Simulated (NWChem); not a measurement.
Molecule: C$_{3}$H$_{7}$O, doublet; SMILES O[C](C)C

```xyz
11

C     -0.5888    -1.3400     0.0260
C      0.0399    -0.0129    -0.1895
C     -0.7301     1.2489    -0.0139
O      1.3623     0.0090     0.1600
H     -0.7574    -1.5544     1.1030
H     -1.5636    -1.4028    -0.4793
H      0.0593    -2.1411    -0.3615
H     -0.2078     2.1111    -0.4659
H     -0.8974     1.4988     1.0567
H     -1.7189     1.1794    -0.4905
H      1.6997     0.9030     0.0392
```
Atoms are numbered in this order, from 1.

Level: PBE0/def2-SVP, spin-unrestricted (NWChem), optimised geometry, unscaled harmonic frequencies. 

Task: List the harmonic frequencies with IR intensities, and the thermochemistry.

Result: 
| frequency (cm⁻¹) | IR intensity (km/mol) |
|---|---|
| 170 | 0.4 |
| 192 | 0.1 |
| 321 | 3.0 |
| 362 | 79.6 |
| 375 | 22.7 |
| 434 | 10.6 |
| 824 | 7.8 |
| 941 | 0.5 |
| 966 | 7.0 |
| 1014 | 10.8 |
| 1076 | 0.9 |
| 1151 | 85.1 |
| 1343 | 108.5 |
| 1352 | 1.4 |
| 1404 | 53.8 |
| 1419 | 5.9 |
| 1432 | 10.5 |
| 1445 | 16.3 |
| 1468 | 13.5 |
| 1475 | 3.4 |
| 2960 | 52.4 |
| 2976 | 49.5 |
| 3068 | 23.7 |
| 3102 | 13.0 |
| 3150 | 10.3 |
| 3163 | 12.6 |
| 3880 | 45.3 |

| Property | Value |
|---|---|
| zero-point energy | 59.2 kcal/mol |
| thermal correction to the enthalpy at 298.15 K (with zero-point energy) | 63.4 kcal/mol |
| heat capacity Cv | 19.0 cal/(mol K) |
| entropy at 298.15 K and 1 atm (symmetry number 1, electronic part: spin degeneracy alone) | 73.5 cal/(mol K) |
| dipole moment | 1.42 D |

Rigid rotor and harmonic oscillator.
